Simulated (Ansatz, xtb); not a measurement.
**A geometry optimisation of CH3F2Si− with r2SCAN-D4/def2-SVPD**

The starting geometry of this gas-phase singlet has its atoms placed at random.

```
atom    x (Å)    y (Å)    z (Å)
   C   0.0683  -0.3696  -1.1438
   F  -0.3039  -0.1687   0.6044
   F   1.9012   0.3785   0.5930
  Si   0.3210   1.8321  -0.4806
   H   0.0071  -1.8997  -1.2511
   H   0.5026   0.8950   1.3171
   H  -0.0559  -0.1268  -2.2898
```

Q: Guess where an optimisation with r2SCAN-D4/def2-SVPD ends from this start.

A: It falls apart into CH2FSi + FH (formulas without charges). Contacts that close: C1–Si4 (2.31 → 1.75 Å), C1–H5 (1.54 → 1.10 Å), F2–H6 (1.51 → 0.96 Å), F3–Si4 (2.40 → 1.79 Å).

The energy falls by 11.22 eV over 25 steps:

| step | E − E(last) (eV) |
| --- | --- |
| 1 | 11.216 |
| 4 | 4.692 |
| 6 | 1.663 |
| 9 | 0.337 |
| 12 | 0.088 |
| 14 | 0.028 |
| 17 | 0.006 |
| 20 | 0.002 |
| 22 | 0.001 |
| 25 | 0.000 |

Final geometry (Å):

```xyz
7

C     0.2358   -0.2107   -1.6988
F    -0.2465   -0.3088    2.0803
F     1.1250    1.0654    0.5544
Si    1.3000    1.0975   -1.2270
H    -0.3644   -0.8510   -1.0346
H     0.2659    0.1989    1.4415
H     0.1245   -0.4507   -2.7668
```

From the same start GFN2-xTB ends elsewhere, at `FC[SiH-]F`.

From so rough a start the end depends on the optimiser's path, so another program may land elsewhere. The end wasn't checked by frequencies. Run with Ansatz 0.2.0, 38 s on 2 threads of Intel(R) Xeon(R) Platinum 8488C (Sapphire Rapids), on a shared host.
